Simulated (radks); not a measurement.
Question: These are the eigenvalues of the occupied orbitals of an atom or ion with whole-number occupations (eV). All-electron calculation, Dirac Kohn-Sham, relativistic LDA (MacDonald-Vosko exchange, VWN5 correlation), spin-unpolarised, spherical densities, finite nucleus; Fermi nuclear charge, rms radius of each element as measured or else 0.836 A^(1/3) + 0.57 fm. Program: a radial shooting solver on a logarithmic mesh with Libxc functionals.

orbital  eigenvalue
1s1/2     -771.8412
2s1/2     -116.1562
2p1/2      -99.4138

Which element is it, and in what charge state? The configuration may be excited. Open shells, if any, fill j = l - 1/2 first.

Answer: Z = 9, fluorine, charge +4: F4+ in [He] 2s2 2p1. The list shows which subshells hold electrons but not how many an open one holds; the 1s level, -28.365 hartree, gives Z - s = 7.5 by -(Z - s)^2/2, which with screening and relativity narrows Z to a few neighbours, and the depths of the outer levels then fix element, charge and occupations together.
